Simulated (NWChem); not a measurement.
System: SiNH4Cl; SMILES N[SiH2]Cl

NWChem input:

```
start job
memory heap 200 mb stack 900 mb global 1100 mb
geometry units angstroms noautoz
  Si     0.573183    -0.501757     0.045112
  N     -0.611084    -1.741851     0.139484
  Cl    -0.145806     1.425401    -0.382783
  H      1.500642    -0.836478    -1.056613
  H      1.234899    -0.398528     1.363255
  H     -1.245458    -1.776694     0.929251
  H     -1.066280    -2.072123    -0.703767
end
basis spherical
  * library def2-svp
end
dft
  xc becke97-d
  disp vdw 2
  iterations 150
  mulliken
end
task dft energy
```

All runs use the structure optimised with B3LYP/6-31G* (spherical d).

### Question
Give the results of this calculation. (B97-D/def2-SVP.) Quantities: energy (Ha); highest occupied level (eV); orbital gap (eV); dipole (D).

### Answer
The energy (Ha) is -806.63, the highest occupied level (eV) comes out as -6.34 and the orbital gap (eV) is 6.61. The dipole (D) comes out as 2.16.
